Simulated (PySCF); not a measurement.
An unknown is described by computed data only.

Formula: C3H11PSi2.

| Property | Result |
| --- | --- |
| 13C NMR | chemical shifts (computed TMS as zero) by class: 3.0 (2 C), -7.9 (1 C) ppm [GIAO PBE0/pcSseg-1] |
| Triplet | lowest triplet excitation (Tamm–Dancoff): 5.32 eV [TDA B3LYP/def2-SVPD] |
| Rotational structure | rotational constants A, B, C: 4.460, 0.857, 0.783 GHz [PBE0-D3(BJ)/def2-SVP] |
| UV, strongest line | among the 10 lowest singlet transitions: S3 at 6.36 eV (195 nm, f = 0.095) [TDDFT B3LYP/def2-SVPD] |
| Valence photoelectron | vertical ionisation energy: 9.11 eV [ΔSCF B3LYP/def2-SVPD] |
| 1H NMR | chemical shifts (computed TMS as zero) by class: 4.54 (2 H), 4.09 (3 H), 0.66 (2 H), 0.54 (1 H), 0.42 (2 H), -0.25 (1 H) ppm [GIAO PBE0/pcSseg-1] |
| Dipole | 1.10 D [B3LYP/def2-SVPD] |

The electronic properties come from PySCF, for the isolated species, density fitting. Levels stand in brackets. The structure is a single PBE0-D3(BJ)/def2-SVP conformer in the gas phase; no vibrational or solvent corrections. NMR classes are plain means over equivalent atoms (diastereotopic ones count apart unless rotation or inversion swaps them), as if these changed places fast.

Question: What is the compound? Reason from the data.

Answer: Numbering: `[SiH3:1][PH:2][SiH2:3][CH:4]1[CH2:5][CH2:6]1`. 3 carbons fall into 2 classes; from least to most shielded: three-membered-ring carbon [C5/C6] (3.0 ppm, 2 C), ring sp3 carbon bound to silicon [C4] (-7.9 ppm). Hydrogen classes from least to most shielded: 2 H on an SiH2 silicon, Si3 (4.54 ppm), 3 H on an SiH3 silicon, Si1 (4.09 ppm), 2 H on 2 three-membered-ring carbons, C5/C6 (0.66 ppm), 1 H on a three-coordinate phosphorus, P2 (0.54 ppm), 2 H on 2 three-membered-ring carbons, C5/C6 (0.42 ppm), 1 H on an sp3 carbon bound to silicon, C4 (-0.25 ppm). The first electron is taken from the HOMO, whose largest Löwdin shares are 0.61 on the three-coordinate phosphorus, 0.11 on the SiH2 silicon, 0.10 on the SiH3 silicon and 0.06 on the P–H hydrogen. The optimised geometry has point group C1 and is an asymmetric top. Structure: `[SiH3]P[SiH2]C1CC1`. Computed isomers that give other values at the same levels: `C=C(C)[SiH2]P[SiH3]` (rotational constant A: 2.263 GHz; this holds for the one conformer computed); `P[SiH2][SiH2]C1CC1` (smallest rotational constant: 0.707 GHz; this holds for the one conformer computed); `C[Si]1(P)C[SiH2]C1` (rotational constant A: 2.635 GHz; this holds for the one conformer computed). The assignments are read from this structure; whether some other isomer fits the data as well wasn't checked.

The values belong to the conformer `[SiH3:1][PH:2][SiH2:3][CH:4]1[CH2:5][CH2:6]1`: Si1–P2–Si3–C4 -173°, P2–Si3–C4–C5 -30°.
